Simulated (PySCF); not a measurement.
How methods differ on the ionisation energy of Ti¹⁴⁺

Ti¹⁴⁺ [He] 2s2 2p4 (3P) → Ti¹⁵⁺ [He] 2s2 2p3 (4S), as a difference of total energies. Calculation: PySCF 2.14, in an even-tempered Gaussian basis (20 s from 1.8 bohr⁻², ratio 2.2; 12 p from 2.4 bohr⁻², ratio 2.2; 6 d from 14 bohr⁻², ratio 2.4; 5 f from 22 bohr⁻², ratio 2.4; 5 g from 32 bohr⁻², ratio 2.4); the spin-free X2C one-electron Hamiltonian (Gaussian nucleus). Correlated levels: nothing frozen; virtual orbitals above 40 to 60 times the deepest correlated orbital energy dropped. The calculations carry no spin-orbit coupling.

| method | ionisation energy (eV) |
| --- | --- |
| UHF | 940.46 |
| LDA | 940.97 |
| PBE | 942.79 |
| PBE0 | 942.66 |
| r2SCAN | 942.98 |
| TPSS | 943.50 |
| PW91 | 943.32 |
| MP2 (all electrons) | 941.99 |
| SCS-MP2 (all electrons) | 942.11 |

Question: How much does correlation contribute at MP2 (all electrons)?

Answer: 941.99 − (940.46) = 1.53 eV, measured against UHF.

A first-order spin-orbit estimate (lowest level to lowest level, LS coupling) adds 2.050 eV.

For comparison: 944.5 ± 1.6 eV (semi-empirical (NIST evaluation); NIST Atomic Spectra Database, ionization energies).
